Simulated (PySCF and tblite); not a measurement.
The numbers below are computed, except where a source is named.
4 constitutional isomers of C5H8O2:

```tsv
isomer	SMILES
A	[O:1]=[C:2]1[CH2:3][CH2:4][O:5][CH2:6][CH2:7]1
B	[CH2:1]=[C:2]1[CH2:3][CH2:4][O:5][CH2:6][O:7]1
C	[O:1]=[C:2]1[CH2:3][CH2:4][CH2:5][O:6][CH2:7]1
D	[O:1]=[C:2]1[CH2:3][CH2:4][CH2:5][CH2:6][O:7]1
```

Protocol: conformer search, at most 6 conformers an isomer, GFN2-xTB geometries, energies PBE0/def2-SVP (IEF-PCM, chloroform) (D3(BJ) added where defined), GIAO shieldings mPW1PW91/pcSseg-1 (IEF-PCM, chloroform), weights at 298.15 K with GFN2-xTB thermal terms. Programs: PySCF with density fitting and tblite.

Problem. What shifts does each isomer give (ppm; of two unlike H on one atom, a is the less shielded)?

Solution. 
A: ¹H (against TMS): 4.19 (H4/H6, 4H), 2.45 (H3/H7, 4H). ¹³C (against TMS): 217.1 (C2), 74.1 (C4/C6), 48.7 (C3/C7).

B: ¹H (against TMS): 5.25 (H6, 2H), 4.71 (H1a, 1H), 4.48 (H1b, 1H), 4.00 (H4, 2H), 2.47 (H3, 2H). ¹³C (against TMS): 166.4 (C2), 98.0 (C1), 96.9 (C6), 69.7 (C4), 33.6 (C3).

C: ¹H (against TMS): 4.24 (H7, 2H), 4.02 (H5, 2H), 2.55 (H3, 2H), 2.05 (H4, 2H). ¹³C (against TMS): 218.7 (C2), 79.6 (C7), 69.4 (C5), 42.9 (C3), 30.3 (C4).

D: ¹H (against TMS): 4.57 (H6, 2H), 2.61 (H3, 2H), 1.86 (H4, 2H), 1.73 (H5, 2H). ¹³C (against TMS): 177.1 (C2), 72.4 (C6), 34.9 (C3), 27.1 (C5), 24.3 (C4).

Shifts are unscaled: against experiment ¹³C can be off by 15 ppm or more and ¹H by 0.8 ppm.
